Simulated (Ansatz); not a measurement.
One change: `[CH3][SnH2][SiH2]S` becomes `[CH3][SnH2][SiH3]`.

Ansatz, PBE0-D4/def2-TZVP geometries, multiplicity 1. Each molecule was computed in one conformer, which needn't be the lowest.

Elements past krypton have def2 core potentials.

```json
{"property": "HOMO–LUMO gap (ωB97M-V/def2-TZVPP) / eV", "`[CH3][SnH2][SiH2]S`": "10.36"}
{"property": "HOMO energy (B3LYP/def2-TZVPP) / eV", "`[CH3][SnH2][SiH2]S`": "-6.87"}
{"property": "LUMO energy (B3LYP/def2-TZVPP) / eV", "`[CH3][SnH2][SiH2]S`": "-0.53"}
{"property": "HOMO energy (ωB97M-V/def2-TZVPP) / eV", "`[CH3][SnH2][SiH2]S`": "-9.12"}
{"property": "HOMO energy (PBE/def2-TZVPP) / eV", "`[CH3][SnH2][SiH2]S`": "-5.98"}
{"property": "size of the dipole moment (B3LYP/def2-TZVPP) / D", "`[CH3][SnH2][SiH2]S`": "0.92"}
```

(1) Give the same properties after the change, and the shifts. (Estimate.)

Results:

(1) Ansatz gave: 
| property | `[CH3][SnH2][SiH3]` | shift |
| --- | --- | --- |
| HOMO–LUMO gap (ωB97M-V/def2-TZVPP) / eV | 11.10 | 0.74 |
| HOMO energy (B3LYP/def2-TZVPP) / eV | -7.51 | -0.64 |
| LUMO energy (B3LYP/def2-TZVPP) / eV | -0.25 | 0.28 |
| HOMO energy (ωB97M-V/def2-TZVPP) / eV | -9.72 | -0.60 |
| HOMO energy (PBE/def2-TZVPP) / eV | -6.67 | -0.69 |
| size of the dipole moment (B3LYP/def2-TZVPP) / D | 0.73 | -0.19 |

With PBE0 the HOMO falls by 0.64 eV and the LUMO rises by 0.31 eV, so the gap widens by about 0.95 eV. PBE moves the HOMO by -0.69 eV and ωB97M-V by -0.60 eV. Dipoles are sizes alone; their direction can turn.

B3LYP here is the variant with VWN-RPA as its local correlation; programs differ in this.
